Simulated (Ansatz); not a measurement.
Nb3S4⁺, relaxed as a singlet with RKS B3LYP-D4/def2-SVP in Ansatz, starting from the GFN2-xTB geometry. Force threshold 0.02 eV/Å.

In the def2 sets Nb takes a core potential; there is no spin–orbit coupling. The restricted singlet is unstable towards broken spin symmetry at other levels; at B3LYP-D4/def2-SVP this wasn't settled. The relaxation made no stability test and no search for a lower SCF solution. No other spin state of charge 1 was run. Another isomer (singlet) lies 2.88 eV lower at PBE0-D4/def2-TZVP; other spin states weren't run for this one.

Start:

```xyz
7

Nb    0.6196   -0.2758   -0.7975
Nb    0.6789    0.9361    1.0652
Nb   -1.1864   -0.1466    0.4700
S    -0.3717   -2.1293   -1.1498
S    -0.9798   -0.5116   -2.1868
S    -1.4551    0.8910    2.2542
S     2.6946    1.2362    0.3447
```

```
        step  energy (eV)  largest force component (eV/Å)  SCF passes
           1  -47973.4405                          13.857          35
           2  -47978.8920                           4.535          46
           3  -47980.3445                           1.534          42
           4  -47980.5340                           0.516          36
5 (rejected)  -47980.4405                           1.450          36
           6  -47980.5551                           0.072          31
           7  -47980.5557                           0.022          31
8 (rejected)  -47980.5556                           0.051          31
           9  -47980.5558                           0.008          24
```

Force components are those of the run's own axes.

End:

```
atom   x (Å)   y (Å)   z (Å)
 Nb1   0.892  -0.093  -0.671
 Nb2   0.777   1.184   1.395
 Nb3  -1.408  -0.376   0.241
  S4  -0.483  -2.234  -1.130
  S5  -1.129  -0.518  -2.226
  S6  -1.430   0.867   2.200
  S7   2.781   1.170   0.191
```

By distances, no bond broke or formed. The bond that changes most is Nb1–S4, from 2.13 to 2.59 Å (atoms count from 1).

No frequencies were taken in this run, so the end may be a saddle point.

Hardware: 4 threads of Arm Neoverse V2 on a shared host. Wall time 54 s.
